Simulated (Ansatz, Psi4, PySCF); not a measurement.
BCl$_{2}$, doublet, at a GFN2-xTB geometry, atoms displaced at random by about 0.03 Å a coordinate. Base run: HF/STO-3G, gradient (PySCF).

Here is a job for PySCF.
```python
from pyscf import gto, scf

mol = gto.M(
    atom='''
B    -0.039029    0.711235   -0.029992
Cl    1.460690   -0.062756   -0.034170
Cl   -1.468897   -0.067196   -0.007133
''',
    basis='sto-3g',
    charge=0,
    spin=1,
    verbose=3,
)

mf = scf.UHF(mol)
mf.kernel()
g = mf.nuc_grad_method()
grad = g.kernel()
```

Programs used: Ansatz (an electronic-structure program), Psi4, PySCF; a row that names a program was run with it.

The coordinate followed is z of atom 2.

Each row names what was changed in the base input (with any setting that the change needs).

```tsv
change	dE/dx (Eh/bohr)	net force (Eh/bohr)
base	0.000215	0.000000
density fitting = on	0.000215	0.000000
conv_tol = 1e-6	0.000215	0.000000
finite difference step (bohr) = 0.05; conv_tol = 1e-11	0.000215	-
conv_tol = 1e-11	0.000215	0.000000
code = ansatz	0.000215	0.000000
density fitting = on; auxbasis_response = off	0.000214	0.000326
finite difference step (bohr) = 0.01; conv_tol = 1e-11	0.000215	-
finite difference step (bohr) = 1e-4; conv_tol = 1e-11	0.000215	-
finite difference step (bohr) = 1e-3; conv_tol = 1e-11	0.000215	-
finite difference step (bohr) = 0.2; conv_tol = 1e-11	0.000208	-
code = psi4	0.000215	0.000000
```

The net force is zero for an exact gradient.

Open shells are given as the SCF converged; they aren't shown to be the lowest states, and a large step between rows can be another state.
